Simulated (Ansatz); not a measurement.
Calculation: Ansatz (an electronic-structure program) with frozen-core CCSD(T)/cc-pVDZ // r2SCAN-D4/def2-SVP. The restricted HF reference is unstable towards unrestricted orbitals.

Ansatz 0.2 input:
```yaml
crystal:
  periodic: [false, false, false]
  atoms:
    - { symbol: B, position_ang: [3.134081, 0.020876, -0.263552] }
    - { symbol: C, position_ang: [1.594984, 0.006887, -0.129185] }
    - { symbol: C, position_ang: [0.846561, -1.15891, -0.41131] }
    - { symbol: C, position_ang: [-0.542044, -1.180206, -0.290933] }
    - { symbol: C, position_ang: [-1.212357, -0.021074, 0.118585] }
    - { symbol: C, position_ang: [-2.715851, -0.007142, 0.206669] }
    - { symbol: F, position_ang: [-3.143184, 0.733786, 1.24341] }
    - { symbol: F, position_ang: [-3.223907, -1.241348, 0.351452] }
    - { symbol: F, position_ang: [-3.261446, 0.520521, -0.905169] }
    - { symbol: C, position_ang: [-0.50192, 1.151445, 0.410307] }
    - { symbol: C, position_ang: [0.885023, 1.158584, 0.284533] }
    - { symbol: H, position_ang: [3.720179, -0.975475, -0.61603] }
    - { symbol: H, position_ang: [3.754786, 1.027916, -0.016453] }
    - { symbol: H, position_ang: [1.37343, -2.064201, -0.728596] }
    - { symbol: H, position_ang: [-1.110439, -2.088324, -0.505665] }
    - { symbol: H, position_ang: [-1.040349, 2.044421, 0.738751] }
    - { symbol: H, position_ang: [1.442452, 2.072242, 0.513182] }
basis:
  gaussian: { orbitals: cc-pVDZ }
correlation:
  method: ccsd_t
```

Output:

```
Functional definition: HF
1699 factors; integrals over basis functions are off by at most 9.0e-4 eV
mean field evaluation 1: about -16091.9104 eV, gradient 5.1e1 eV
mean field evaluation 2: about -16092.3855 eV, gradient 5.1e1 eV
mean field evaluation 4: about -16098.5223 eV, gradient 5.9e0 eV
mean field evaluation 8: about -16098.6362 eV, gradient 3.2e-1 eV
mean field evaluation 16: about -16098.0066 eV, gradient 5.8e0 eV
mean field -16098.63669088 eV, -591.6139863419 hartree, gradient 8.5e-6 eV, S^2 0.000000; 0 other end points of the search recorded, 0 dependent functions left out; unrestricted orbitals would lower it
11 core orbitals not correlated
reference -16098.63669088 eV, -591.6139863419 hartree; 29, 29 occupied and 144, 144 virtual orbitals, 1699 factors
second order -41.88218522 eV of doubles, -0.00000000 eV of singles
cycle   1  -41.97774474 eV  change   -9.6e-2 eV  update   1.5e-1
cycle   2  -43.05324448 eV  change    -1.1e0 eV  update   4.6e-2
cycle   3  -43.30452557 eV  change   -2.5e-1 eV  update   2.1e-2
cycle   4  -43.29799977 eV  change    6.5e-3 eV  update   5.5e-3
cycle   5  -43.29735743 eV  change    6.4e-4 eV  update   2.6e-3
cycle   6  -43.29860156 eV  change   -1.2e-3 eV  update   7.0e-4
cycle   7  -43.29849466 eV  change    1.1e-4 eV  update   2.8e-4
cycle   8  -43.29835933 eV  change    1.4e-4 eV  update   7.9e-5
cycle   9  -43.29836084 eV  change   -1.5e-6 eV  update   3.7e-5
perturbative correction -1.51472846 eV, -0.0556652442 hartree
Total energy: -16143.44978018 eV, -593.2608369983 hartree
```

Cost: roughly 6 core-minutes.
